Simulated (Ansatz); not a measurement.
Steps of a relaxation of ClFH4O2Si2, SMILES `O[SiH](F)O[SiH2]Cl` with RKS PBE-D4/def2-SVP.

```sh
$ ansatz run in.yaml --threads 4 --pin off --events-out ev --progress --plain --max-ram 10444MiB
```

```yaml
crystal:
  periodic: [false, false, false]
  atoms:
    - {symbol: O, position_ang: [-1.249700, -0.241500, 2.262300]}
    - {symbol: Si, position_ang: [-0.754700, -0.733400, 0.786400]}
    - {symbol: F, position_ang: [-2.058200, -0.887300, -0.179300]}
    - {symbol: O, position_ang: [0.323700, 0.400900, 0.119000]}
    - {symbol: Si, position_ang: [1.145900, 0.518900, -1.271700]}
    - {symbol: Cl, position_ang: [2.158600, 2.309700, -1.104500]}
    - {symbol: H, position_ang: [-1.875900, 0.560000, 2.197900]}
    - {symbol: H, position_ang: [-0.020600, -2.011400, 0.926800]}
    - {symbol: H, position_ang: [0.277900, 0.605500, -2.410200]}
    - {symbol: H, position_ang: [2.136100, -0.572600, -1.323800]}
basis:
  gaussian: {orbitals: def2-SVP}
hamiltonian: {xc: pbe, dispersion: d4}
relax: {f_tol: 0.03, max_steps: 200}
```

Positions (Å) and forces (eV/Å) along the path, 13 of 27 steps:

```xyz
10
step=1 energy=-35125.8752 eV
O    -1.250   -0.241    2.262   -1.408    1.729    0.399
Si   -0.755   -0.733    0.786    1.013    0.311   -0.502
F    -2.058   -0.887   -0.179    0.106    0.041   -0.217
O     0.324    0.401    0.119   -1.931   -0.947    1.515
Si    1.146    0.519   -1.272    1.434    0.609   -0.047
Cl    2.159    2.310   -1.105    0.215    0.211   -0.166
H    -1.876    0.560    2.198    1.129   -1.406    0.303
H    -0.021   -2.011    0.927   -0.116   -0.156   -0.007
H     0.278    0.606   -2.410   -0.733   -0.031   -1.047
H     2.136   -0.573   -1.324    0.291   -0.361   -0.230
10
step=3 energy=-35126.0940 eV
O    -1.299   -0.232    2.285    0.072   -0.139   -0.098
Si   -0.758   -0.751    0.813    0.124    0.128    0.009
F    -2.014   -0.917   -0.216    0.007   -0.017   -0.044
O     0.268    0.380    0.133   -0.201   -0.201    0.086
Si    1.166    0.556   -1.258    0.160    0.089   -0.223
Cl    2.213    2.340   -1.149   -0.035   -0.023    0.043
H    -1.855    0.564    2.243   -0.073    0.159    0.103
H    -0.079   -2.060    0.983   -0.020    0.001    0.049
H     0.271    0.625   -2.461    0.019   -0.017    0.062
H     2.170   -0.556   -1.371   -0.054    0.018    0.013
10
step=4 energy=-35126.1095 eV
O    -1.300   -0.197    2.248   -0.052   -0.113    0.173
Si   -0.771   -0.783    0.803   -0.089    0.071   -0.003
F    -2.023   -0.992   -0.226    0.063   -0.047    0.017
O     0.241    0.323    0.092    0.105   -0.007   -0.178
Si    1.168    0.562   -1.276   -0.037    0.005    0.032
Cl    2.179    2.355   -1.048   -0.010   -0.037   -0.017
H    -1.769    0.654    2.253    0.015    0.044   -0.037
H    -0.096   -2.083    1.043   -0.043    0.013    0.014
H     0.282    0.657   -2.481    0.041    0.029    0.009
H     2.171   -0.546   -1.404    0.007    0.041   -0.010
10
step=5 energy=-35126.1151 eV
O    -1.312   -0.191    2.245   -0.141    0.128    0.131
Si   -0.783   -0.792    0.805   -0.099    0.007   -0.006
F    -2.027   -1.041   -0.226    0.071    0.009    0.053
O     0.229    0.297    0.068    0.114   -0.011   -0.200
Si    1.168    0.563   -1.288   -0.050    0.036    0.104
Cl    2.175    2.352   -1.022   -0.001    0.001    0.006
H    -1.737    0.688    2.269    0.121   -0.177   -0.081
H    -0.119   -2.091    1.083   -0.005    0.023   -0.006
H     0.303    0.692   -2.503    0.000   -0.009    0.004
H     2.186   -0.528   -1.429   -0.012   -0.008   -0.004
10
step=6 energy=-35126.1195 eV
O    -1.325   -0.175    2.237   -0.063    0.022    0.094
Si   -0.781   -0.805    0.814   -0.100   -0.048   -0.012
F    -2.013   -1.034   -0.237    0.069    0.024    0.043
O     0.278    0.238    0.083    0.042    0.026   -0.116
Si    1.171    0.563   -1.287    0.013    0.000    0.039
Cl    2.148    2.367   -1.005   -0.008    0.012    0.007
H    -1.717    0.717    2.234    0.049   -0.042   -0.052
H    -0.160   -2.118    1.119    0.002    0.012    0.006
H     0.275    0.696   -2.479   -0.006    0.001    0.008
H     2.208   -0.501   -1.475    0.002   -0.007   -0.017
10
step=10 energy=-35126.1352 eV
O    -1.310    0.002    2.119    0.022    0.325   -0.181
Si   -0.797   -0.914    0.835    0.110    0.190    0.174
F    -1.968   -1.030   -0.292   -0.080   -0.036   -0.078
O     0.507   -0.209    0.079    0.111    0.000   -0.170
Si    1.175    0.531   -1.263    0.000   -0.008    0.201
Cl    1.818    2.443   -0.725   -0.070   -0.203   -0.039
H    -1.392    0.969    1.962    0.044   -0.461    0.060
H    -0.464   -2.268    1.355   -0.018    0.110   -0.053
H     0.145    0.677   -2.339   -0.012    0.005   -0.010
H     2.371   -0.253   -1.727   -0.108    0.078    0.096
10
step=12 energy=-35126.1521 eV
O    -1.248    0.051    2.091    0.029   -0.095   -0.108
Si   -0.800   -0.918    0.824    0.216    0.115    0.207
F    -1.983   -1.000   -0.288   -0.159    0.013   -0.163
O     0.547   -0.323    0.048   -0.047   -0.034   -0.039
Si    1.162    0.516   -1.253    0.044   -0.026    0.101
Cl    1.677    2.436   -0.636   -0.051   -0.060   -0.023
H    -1.282    1.005    1.902   -0.005    0.055    0.025
H    -0.533   -2.271    1.361    0.002   -0.018    0.019
H     0.136    0.627   -2.335   -0.023    0.025   -0.024
H     2.407   -0.174   -1.710   -0.006    0.025    0.005
10
step=15 energy=-35126.1925 eV
O    -1.043    0.170    2.013    0.075    0.011   -0.187
Si   -0.808   -0.933    0.795    0.049    0.190    0.069
F    -2.027   -0.837   -0.292    0.104   -0.018    0.045
O     0.610   -0.636   -0.051   -0.082    0.057   -0.146
Si    1.137    0.431   -1.228   -0.034    0.175    0.186
Cl    1.136    2.371   -0.419   -0.003   -0.201   -0.012
H    -0.893    1.109    1.784    0.001   -0.181    0.015
H    -0.761   -2.293    1.387   -0.007    0.073   -0.020
H     0.180    0.484   -2.381    0.104   -0.106    0.001
H     2.551    0.083   -1.604   -0.208    0.000    0.050
10
step=17 energy=-35126.2283 eV
O    -0.881    0.228    1.964    0.008   -0.120   -0.091
Si   -0.815   -0.927    0.778    0.016    0.198    0.086
F    -2.076   -0.761   -0.250    0.061   -0.019    0.036
O     0.569   -0.772   -0.161   -0.047    0.098   -0.044
Si    1.106    0.414   -1.207   -0.131   -0.016   -0.054
Cl    0.790    2.284   -0.274    0.084   -0.214   -0.114
H    -0.634    1.135    1.696    0.011   -0.064   -0.046
H    -0.846   -2.268    1.402   -0.002    0.001    0.001
H     0.303    0.416   -2.480    0.094    0.038    0.128
H     2.568    0.199   -1.464   -0.095    0.097    0.097
10
step=21 energy=-35126.2443 eV
O    -0.787    0.220    1.977    0.005   -0.049   -0.043
Si   -0.845   -0.923    0.786    0.011   -0.183    0.059
F    -2.192   -0.762   -0.116   -0.059    0.044   -0.044
O     0.444   -0.782   -0.274   -0.010    0.024    0.005
Si    1.093    0.415   -1.227    0.029    0.006   -0.027
Cl    0.680    2.266   -0.323   -0.007    0.010    0.004
H    -0.522    1.099    1.647    0.027    0.159    0.027
H    -0.832   -2.269    1.401    0.009   -0.011    0.006
H     0.468    0.437   -2.586   -0.005   -0.001    0.002
H     2.576    0.247   -1.282   -0.001    0.000    0.011
10
step=22 energy=-35126.2461 eV
O    -0.766    0.214    1.974    0.010    0.010   -0.003
Si   -0.856   -0.929    0.786   -0.030    0.025   -0.076
F    -2.223   -0.761   -0.093    0.073    0.004    0.062
O     0.413   -0.776   -0.298   -0.011   -0.009   -0.003
Si    1.092    0.418   -1.233   -0.018   -0.012    0.013
Cl    0.644    2.273   -0.354    0.002    0.005    0.009
H    -0.478    1.098    1.671   -0.025   -0.004   -0.009
H    -0.831   -2.277    1.397   -0.002   -0.014    0.000
H     0.512    0.432   -2.611    0.000   -0.004    0.000
H     2.577    0.256   -1.236    0.001   -0.001    0.007
10
step=24 energy=-35126.2475 eV
O    -0.703    0.205    1.975    0.007    0.021   -0.048
Si   -0.859   -0.932    0.786   -0.004    0.021   -0.021
F    -2.267   -0.744   -0.018    0.046   -0.005    0.018
O     0.357   -0.785   -0.358   -0.009    0.012   -0.011
Si    1.092    0.418   -1.239   -0.018   -0.013   -0.005
Cl    0.598    2.267   -0.370    0.006    0.000   -0.002
H    -0.482    1.100    1.647   -0.009   -0.030    0.030
H    -0.815   -2.283    1.389    0.000    0.004   -0.002
H     0.585    0.445   -2.648    0.021   -0.011    0.044
H     2.577    0.258   -1.162   -0.040    0.000   -0.002
10
step=27 energy=-35126.2480 eV
O    -0.692    0.201    1.975    0.003    0.006    0.001
Si   -0.858   -0.931    0.784   -0.006   -0.001   -0.016
F    -2.269   -0.737   -0.012    0.012   -0.002    0.007
O     0.350   -0.788   -0.368   -0.003    0.013    0.002
Si    1.089    0.418   -1.240    0.007   -0.012   -0.007
Cl    0.588    2.268   -0.379   -0.007    0.004    0.006
H    -0.480    1.101    1.657   -0.001   -0.004    0.001
H    -0.814   -2.283    1.385    0.000    0.001   -0.001
H     0.598    0.439   -2.652    0.003   -0.003    0.007
H     2.572    0.261   -1.148   -0.007   -0.003   -0.001
```

It took 13 s on 4 threads of an AMD EPYC 9R05 on a shared host, with 0.19 GiB of host memory at the peak.
